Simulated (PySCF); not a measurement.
**Two-component Hartree-Fock for Ta⁴⁴⁺ (tantalum, charge +44)**

Start: [Ar] 3d10 4s1; 4s1/2 filled at m_j = +1/2. Calculated with PySCF 2.14 in an even-tempered Gaussian basis (16 s from 5.8 bohr⁻², ratio 2.8; 13 p from 7.5 bohr⁻², ratio 2.8; 8 d from 13 bohr⁻², ratio 2.8; 4 f from 30 bohr⁻², ratio 3): generalised Hartree-Fock with the X2C-1e Hamiltonian and a Gaussian nucleus; one run each with spin-orbit coupling (SO) switched off, then screened by Boettger's factors.

```json
{"spinor shell": "1s1/2", "electrons": "2", "ε, spin-free (eV)": "-69975.9", "ε, screened SO (eV)": "-69957.6", "weight of nominal j (screened SO)": "1.000", "rms radius, screened SO (bohr)": "0.0211"}
{"spinor shell": "2s1/2", "electrons": "2", "ε, spin-free (eV)": "-13937.3", "ε, screened SO (eV)": "-13931.9", "weight of nominal j (screened SO)": "1.000", "rms radius, screened SO (bohr)": "0.0852"}
{"spinor shell": "2p1/2", "electrons": "2", "ε, spin-free (eV)": "-12487.5", "ε, screened SO (eV)": "-13398.5", "weight of nominal j (screened SO)": "1.000", "rms radius, screened SO (bohr)": "0.0724"}
{"spinor shell": "2p3/2", "electrons": "4", "ε, spin-free (eV)": "-12487.5", "ε, screened SO (eV)": "-12117.3", "weight of nominal j (screened SO)": "1.000", "rms radius, screened SO (bohr)": "0.0797"}
{"spinor shell": "3s1/2", "electrons": "2", "ε, spin-free (eV)": "-4795.1", "ε, screened SO (eV)": "-4793.7", "weight of nominal j (screened SO)": "1.000", "rms radius, screened SO (bohr)": "0.216"}
{"spinor shell": "3p1/2", "electrons": "2", "ε, spin-free (eV)": "-4354.5", "ε, screened SO (eV)": "-4562.1", "weight of nominal j (screened SO)": "1.000", "rms radius, screened SO (bohr)": "0.206"}
{"spinor shell": "3d3/2", "electrons": "4", "ε, spin-free (eV)": "-3856.8", "ε, screened SO (eV)": "-3894.7", "weight of nominal j (screened SO)": "1.000", "rms radius, screened SO (bohr)": "0.192"}
{"spinor shell": "3d5/2", "electrons": "6", "ε, spin-free (eV)": "-3856.8", "ε, screened SO (eV)": "-3830.8", "weight of nominal j (screened SO)": "1.000", "rms radius, screened SO (bohr)": "0.196"}
{"spinor shell": "4s1/2", "electrons": "1", "ε, spin-free (eV)": "-2300.6", "ε, screened SO (eV)": "-2300.3", "weight of nominal j (screened SO)": "1.000", "rms radius, screened SO (bohr)": "0.447"}
```

(1) Where does 3p3/2 lie, and what is the 3p spin-orbit splitting (screened SO)?

| quantity | spin-free | screened SO |
| --- | --- | --- |
| E (hartree) | -14280.10253 | -14296.83320 |
| M_J | 1/2 | 1/2 |
| ⟨J²⟩ | 0.750 | 0.750 |
| ⟨L²⟩ | 0.000 | 0.058 |
| ⟨S²⟩ | 0.750 | 0.808 |

Each row is a mean over spinors that exchange with the open shell spreads, by up to 5.670 eV (3s1/2).

Breit and QED terms are absent; they matter most for the inner s and p1/2 levels.

Densities and radii are taken from the X2C orbitals without a picture-change correction, which distorts them close to the nucleus.

Without spin-orbit coupling the j labels of p, d and f shells carry no meaning; the spin-free column gives the mean over the occupied spinors of each nl shell.

Answers

(1) At -4269.0 eV, 293.17 eV above 3p1/2.
